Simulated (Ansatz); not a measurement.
CH₅BrSi⁺, that is SiH2MeBr with one electron fewer. Charge 1, multiplicity 2. Geometry r2SCAN-D4/def2-TZVP, that of the neutral singlet; atoms count from 1.

```xyz
8

Si   -0.1254   -0.7134   -0.4395
H     0.1797   -0.6119   -1.8864
H    -1.4637   -1.3241   -0.2585
C    -0.0046    0.9368    0.4050
H    -0.7148    1.6391   -0.0410
H     1.0003    1.3517    0.3031
H    -0.2323    0.8453    1.4690
Br    1.3607   -2.1233    0.4483
```

**Question.** Estimate the Mulliken populations from the PBE0/def2-TZVP orbitals of Ansatz.

**Answer.** 
```tsv
atom	charge (e)	spin (α − β)
Si1	0.29	0.00
H2	0.10	0.04
H3	0.10	0.04
C4	-0.44	0.20
H5	0.22	0.01
H6	0.21	0.00
H7	0.21	0.00
Br8	0.31	0.72
```
Mulliken values and Mayer orders depend strongly on the basis.

**Question.** Where does the spin sit?

**Answer.** Summed by element: Si 0.00, H 0.09, C 0.20, Br 0.72, of 1 unpaired in all. Largest on single atoms: Br8 0.72, C4 0.20, H3 0.04.

**Question.** And the Mayer bond orders between bonded heavy atoms (over 0.3)?

**Answer.** Si1–C4 0.94 (1.86 Å); Si1–Br8 1.06 (2.23 Å).
